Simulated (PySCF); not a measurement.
**Nb²⁺: interval between two levels**

Nb²⁺ [Kr] 4d3 [4F9/2, M_J = 9/2] → Nb²⁺ [Kr] 4d2 5s1 [4F9/2, M_J = 9/2], as a difference of total energies. Calculation: PySCF 2.14, in x2c-TZVPall-2c with one added diffuse shell each of s, p, d type (9s10p8d1f, 86 functions); the two-component X2C-1e Hamiltonian. Correlated levels: [Ar] 3d10 frozen; the 6 highest virtual spinors dropped. "Screened" scales the spin-orbit matrix elements by Boettger's factors to mimic the two-electron term; Breit and QED terms are absent.

| method | interval between two levels (cm⁻¹) |
| --- | --- |
| GHF (spin-free) | 25380 |
| GMP2 (spin-free) | 23642 |
| GHF (screened spin-orbit) | 25487 |
| GMP2 (screened spin-orbit) | 23765 |

The labels give the starting determinants; with spin-orbit coupling the two ends relaxed to ⟨J²⟩ = 24.76, ⟨L²⟩ = 12.06, ⟨S²⟩ = 3.74 and ⟨J²⟩ = 24.76, ⟨L²⟩ = 12.02, ⟨S²⟩ = 3.76.
